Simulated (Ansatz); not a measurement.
Be3⁺ (the lowest doublet isomer of a short search) was relaxed with PBE0 (def2-TZVP) in Ansatz in these states: charge +1 doublet, charge +1 quartet. The geometries follow in no particular order.

A:

Cartesian coordinates in Å:
```
Be 0.0000 0.0000 0.0000
Be 0.1613 1.0603 1.9135
Be -0.1614 -1.0603 -1.9135
```

B:

Cartesian coordinates in Å:
```
Be -0.734 0.857 -0.290
Be -0.410 -0.984 0.469
Be 1.144 0.127 -0.179
```

Task: Judge from the bond lengths which geometry belongs to which state (an estimate).

Result: A is the charge +1 doublet (Be1–Be3 2.194 Å, Be1–Be2 2.194 Å); B is the charge +1 quartet (Be1–Be3 2.017 Å, Be1–Be2 2.017 Å).

At PBE0/def2-TZVP a doublet lies 0.79 eV below the charge +1 quartet. These are the stationary points nearest to one start from a short search; other shapes may lie lower in each state.
